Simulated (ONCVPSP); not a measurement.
## Pseudopotential generation for Hf (Z = 72): ONCV, PBE, scalar-relativistic.

hafnium (Hf), optimised norm-conserving Vanderbilt (ONCV), made with ONCVPSP 4.0.1 (PBE, scalar-relativistic). Core [Kr] 4d10 4f14, reference 5s2 5p6 5d2 6s2. Waves: 5s+6s: rc 1.75 bohr, ncon 5, nbas 8, qcut 6.8 1/bohr, 2 projectors; 5p: rc 1.55 bohr, ncon 4, nbas 9, qcut 8.8 1/bohr, 2 projectors, debl 3.2 Ha; 5d: rc 2.40 bohr, ncon 3, nbas 7, qcut 7.1 1/bohr, 2 projectors, debl 3.4 Ha. Local part: polynomial inside 1.45 bohr (lpopt 4, dvloc0 2 Ha). Core correction: polynomial model core, fcfact 0.2.

(1) Estimate the cutoffs (Ha) at which the residual kinetic energy of the hardest occupied pseudo-wave falls to 1 and 0.1 mHa per electron.

(2) What does a ghost test show?

(3) Which valence shell sets the plane-wave cutoff?

## Answers

(1) 26 Ha and 32 Ha.

(2) No bound ghost flagged; no localised positive-energy state flagged.

(3) 5p: 26 Ha for 1 mHa per electron, against 20 Ha for 5s.

Its largest configuration-test error is -15 meV (5s2 5p6 5d2 6s0). 1 of 4 tests not solved or not reliable.
